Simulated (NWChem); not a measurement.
Program: NWChem. System: F₄Sn, charge 0, spin multiplicity 1, at a geometry optimised with PBE/def2-SVP with def2 effective core potentials on Sn. The structure started from a generated list of species. Level: TD-PBE/def2-SVP with def2 effective core potentials on Sn.

Job file:

```
start mol
memory heap 200 mb stack 900 mb global 1100 mb
geometry units angstroms nocenter noautoz
  F      0.000000    -1.574507     1.113377
  Sn     0.000000     0.000000    -0.000001
  F      0.000000     1.574507     1.113377
  F      1.574508     0.000000    -1.113373
  F     -1.574508     0.000000    -1.113373
  symmetry group C2v
end
basis spherical
  * library def2-svp
end
ecp
  Sn library def2-ecp
end
dft
  xc xpbe96 cpbe96
  semidirect memsize 60000000 filesize 0
  iterations 100
end
tddft
  rpa
  nroots 5
  notriplet
  thresh 1e-4
end
task tddft energy
```

Output (cleaned and shortened):

```
             Northwest Computational Chemistry Package (NWChem) 7.3.0
             --------------------------------------------------------

                                NWChem Input Module
                                -------------------

 Scaling coordinates for geometry "geometry" by  1.889725989
 (inverse scale =  0.529177249)

 Turning off AUTOSYM since
 SYMMETRY directive was detected!

                             Geometry "geometry" -> ""
                             -------------------------

 Output coordinates in angstroms (scale by  1.889725989 to convert to a.u.)

  No.       Tag          Charge          X              Y              Z
 ---- ---------------- ---------- -------------- -------------- --------------
    1 F                    9.0000     0.00000000    -1.57450700     1.11337700
    2 Sn                  50.0000     0.00000000     0.00000000    -0.00000100
    3 F                    9.0000     0.00000000     1.57450700     1.11337700
    4 F                    9.0000     1.57450800     0.00000000    -1.11337300
    5 F                    9.0000    -1.57450800     0.00000000    -1.11337300

 Effective nuclear repulsion energy (a.u.)     575.6152055277

            Nuclear Dipole moment (a.u.)
            ----------------------------
        X                 Y               Z
 ---------------- ---------------- ----------------
     0.0000000000     0.0000000000     0.0000415740

      Symmetry information
      --------------------

 Group name             C2v
 Group number             16
 Group order               4
 No. of unique centers     3

      Symmetry unique atoms

     1    2    4


 Summary of "ao basis" -> "" (spherical)
 ------------------------------------------------------------------------------
       Tag                 Description            Shells   Functions and Types
 ---------------- ------------------------------  ------  ---------------------
 *                          def2-svp                  on all atoms

 Summary of "ao basis" -> "ao basis" (spherical)
 ------------------------------------------------------------------------------
       Tag                 Description            Shells   Functions and Types
 ---------------- ------------------------------  ------  ---------------------
 F                          def2-svp                 6       14   3s2p1d
 Sn                         def2-svp                10       26   4s4p2d

 Summary of "ao basis" -> "ao basis" (spherical)
 ------------------------------------------------------------------------------
       Tag                 Description            Shells   Functions and Types
 ---------------- ------------------------------  ------  ---------------------
 F                          def2-svp                 6       14   3s2p1d
 Sn                         def2-svp                10       26   4s4p2d

      Symmetry analysis of basis
      --------------------------

        a1         32
        a2         10
        b1         20
        b2         20

            General Information
            -------------------
          SCF calculation type: DFT
          Wavefunction type:  closed shell.
          No. of atoms     :     5
          No. of electrons :    58
           Alpha electrons :    29
            Beta electrons :    29
          Charge           :     0
          Spin multiplicity:     1
          Use of symmetry is: off; symmetry adaption is: on
          Maximum number of iterations: 100
          AO basis - number of functions:    82
[...]
    2    1   28   30 a2       -0.355    -0.179     4.788
    3    1   27   30 b1       -0.355    -0.179     4.788
    4    1   26   30 a2       -0.365    -0.179     5.041
    5    1   25   30 a1       -0.365    -0.179     5.041
--------------------------------------------------------

  Entering Davidson iterations
  Restricted singlet excited states

  Iter   NTrls   NConv    DeltaV     DeltaE      Time
  ----  ------  ------  ---------  ---------  ---------
    1      5       0     0.66E-01   0.10+100        1.3
    2     10       0     0.42E-01   0.68E-03        1.3
    3     20       0     0.13E-01   0.36E-03        2.1
    4     30       0     0.26E-02   0.48E-04        2.0
    5     40       1     0.89E-03   0.37E-05        2.0
    6     48       2     0.21E-03   0.52E-06        1.7
    7     54       5     0.89E-04   0.21E-07        1.4
  ----  ------  ------  ---------  ---------  ---------
  Convergence criterion met

  Ground state a1       -613.062468078209 a.u.

  ----------------------------------------------------------------------------
  Root   1 singlet b2             0.181479962 a.u.                4.9383 eV
  ----------------------------------------------------------------------------
     Transition Moments    X -0.00000   Y  0.00051   Z -0.00000
     Transition Moments   XX -0.00000  XY  0.00000  XZ  0.00000
     Transition Moments   YY  0.00000  YZ  0.00006  ZZ  0.00000
     Dipole Oscillator Strength                    0.0000000318
     Electric Quadrupole                           0.0000000000
     Magnetic Dipole                               0.0000000121
     Total Oscillator Strength                     0.0000000439

          sigma_e =   1.7750 Angstrom
          sigma_h =   1.9560 Angstrom
         |d_h->e| =   0.5736 Angstrom
            d_exc =   2.7380 Angstrom
            d_CD1 =   0.7546 Angstrom
            d_CD2 =  -1.2919 Angstrom
            d_CD3 =   3.3116 Angstrom
     Pearson C.C. =  -0.0276

     Occ.   29  b2  ---  Virt.   30  a1   0.99976 X
  ----------------------------------------------------------------------------
  Root   2 singlet a2             0.181490887 a.u.                4.9386 eV
  ----------------------------------------------------------------------------
     Transition Moments    X  0.00000   Y  0.00000   Z -0.00000
     Transition Moments   XX  0.00000  XY  0.00148  XZ -0.00000
     Transition Moments   YY -0.00000  YZ -0.00000  ZZ  0.00000
     Dipole Oscillator Strength                    0.0000000000
     Electric Quadrupole                           0.0000000000
     Magnetic Dipole                               0.0000000121
     Total Oscillator Strength                     0.0000000121

          sigma_e =   1.7750 Angstrom
          sigma_h =   2.0336 Angstrom
         |d_h->e| =   0.0052 Angstrom
            d_exc =   2.7380 Angstrom
            d_CD1 =   0.2637 Angstrom
            d_CD2 =  -1.8992 Angstrom
            d_CD3 =   2.7432 Angstrom
     Pearson C.C. =  -0.0291

     Occ.   28  a2  ---  Virt.   30  a1  -0.99976 X
  ----------------------------------------------------------------------------
  Root   3 singlet b1             0.181501099 a.u.                4.9389 eV
  ----------------------------------------------------------------------------
     Transition Moments    X  0.00049   Y -0.00000   Z  0.00000
     Transition Moments   XX  0.00000  XY -0.00000  XZ -0.00002
     Transition Moments   YY -0.00000  YZ  0.00000  ZZ -0.00000
     Dipole Oscillator Strength                    0.0000000296
     Electric Quadrupole                           0.0000000000
     Magnetic Dipole                               0.0000000121
     Total Oscillator Strength                     0.0000000416

          sigma_e =   1.7750 Angstrom
          sigma_h =   1.9570 Angstrom
         |d_h->e| =   0.5699 Angstrom
            d_exc =   2.7380 Angstrom
            d_CD1 =   0.7519 Angstrom
            d_CD2 =  -1.2961 Angstrom
            d_CD3 =   3.3079 Angstrom
     Pearson C.C. =  -0.0276

     Occ.   27  b1  ---  Virt.   30  a1  -0.99976 X
  ----------------------------------------------------------------------------
  Root   4 singlet a2             0.190467443 a.u.                5.1829 eV
  ----------------------------------------------------------------------------
     Transition Moments    X  0.00000   Y -0.00000   Z -0.00000
     Transition Moments   XX  0.00004  XY  0.63573  XZ  0.00000
     Transition Moments   YY  0.00004  YZ  0.00000  ZZ -0.00008
     Dipole Oscillator Strength                    0.0000000000
     Electric Quadrupole                           0.0000000149
     Magnetic Dipole                               0.0000000000
     Total Oscillator Strength                     0.0000000149

          sigma_e =   1.7739 Angstrom
          sigma_h =   2.0065 Angstrom
         |d_h->e| =   0.0052 Angstrom
            d_exc =   2.7165 Angstrom
            d_CD1 =   0.2378 Angstrom
            d_CD2 =  -1.8850 Angstrom
            d_CD3 =   2.7216 Angstrom
     Pearson C.C. =  -0.0290

     Occ.   26  a2  ---  Virt.   30  a1  -0.99976 X
  ----------------------------------------------------------------------------
  Root   5 singlet a1             0.190467849 a.u.                5.1829 eV
  ----------------------------------------------------------------------------
     Transition Moments    X  0.00000   Y -0.00000   Z  0.00120
     Transition Moments   XX -0.36734  XY  0.00007  XZ -0.00000
     Transition Moments   YY -0.36660  YZ  0.00000  ZZ  0.73406
     Dipole Oscillator Strength                    0.0000001827
     Electric Quadrupole                           0.0000000149
     Magnetic Dipole                               0.0000000000
     Total Oscillator Strength                     0.0000001976

          sigma_e =   1.7739 Angstrom
          sigma_h =   2.0065 Angstrom
         |d_h->e| =   0.0044 Angstrom
            d_exc =   2.7165 Angstrom
            d_CD1 =   0.2370 Angstrom
            d_CD2 =  -1.8858 Angstrom
            d_CD3 =   2.7209 Angstrom
     Pearson C.C. =  -0.0290

     Occ.   25  a1  ---  Virt.   30  a1   0.99962 X

              Target root =      1
          Target symmetry = none
      Ground state energy =   -613.062468078209
        Excitation energy =      0.181479962429
     Excited state energy =   -612.880988115780

  stored tddft:energy   -612.88098811578050

 Task  times  cpu:       14.1s     wall:       14.1s

 Total times  cpu:       14.1s     wall:       14.1s
```
